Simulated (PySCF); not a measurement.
**Static response to an electric field**

Compound: C4H6Si.
Geometry (GFN2-xTB, Å), atoms numbered from 1 in this order:
```xyz
11
C4H6Si angstrom
C      2.908   -0.336   -0.239
C      1.757   -0.418    0.099
Si     0.006   -0.551    0.636
C     -1.098    0.944    0.327
C     -1.315   -0.211   -0.663
H      3.913   -0.259   -0.542
H     -0.252   -1.451    1.746
H     -0.685    1.852   -0.090
H     -1.922    1.155    0.994
H     -1.033   -0.013   -1.688
H     -2.273   -0.709   -0.607
```

Level: CAM-B3LYP/def2-SVPD (PySCF), static field, nuclei fixed, core orbitals frozen in the response. The polarisability tensor in these axes (au):

```
x   95.36 -6.45 -0.75
y   -6.45 60.81 -3.04
z   -0.75 -3.04 60.68
```

**Question.** Diagonalise the tensor; give its mean and Δα, where Δα² is half the sum of the squared differences of the eigenvalues.

**Answer.** Principal values 56.99, 63.33 and 96.53 au; mean 72.28 au = 10.71 Å³ = 11.92 × 10⁻⁴⁰ C²·m²/J; Δα = 36.78 au (51 % of the mean).

**Question.** What is the dipole moment, and where does it point?

**Answer.** (0.22, -0.02, -0.02) D, 0.22 D in size, pointing from the negative to the positive side. Measured along this direction, the outermost atoms are H11 and H9 at the negative end and H6 at the positive end.

**Question.** Directions of the eigenvectors, and the extent of the frame along each?

**Answer.** Largest value along (0.98, -0.18, -0.01), where the nuclei span 6.01 Å; middle along (-0.11, -0.64, 0.76), 3.46 Å; least along (0.14, 0.75, 0.65), 2.49 Å. The response follows the extents in order.

**Question.** How large is μ²/3kT at 273 K beside α?

**Answer.** In Gaussian units μ²/3kT = 0.43 Å³ against 10.71 Å³, a ratio of 0.04; the Debye molar polarisation (4π/3)N_A(α + μ²/3kT) is 28.1 cm³/mol, leaving out the vibrational part.

**Question.** What depolarisation ratio follows for Rayleigh scattering of linearly polarised light, taking the static tensor?

**Answer.** ρ = 3Δα²/(45ᾱ² + 4Δα²) = 4058.0/(235125 + 5410.6) = 0.0169.

Geometry: GFN2-xTB; no solvent, vibrations or thermal averaging.
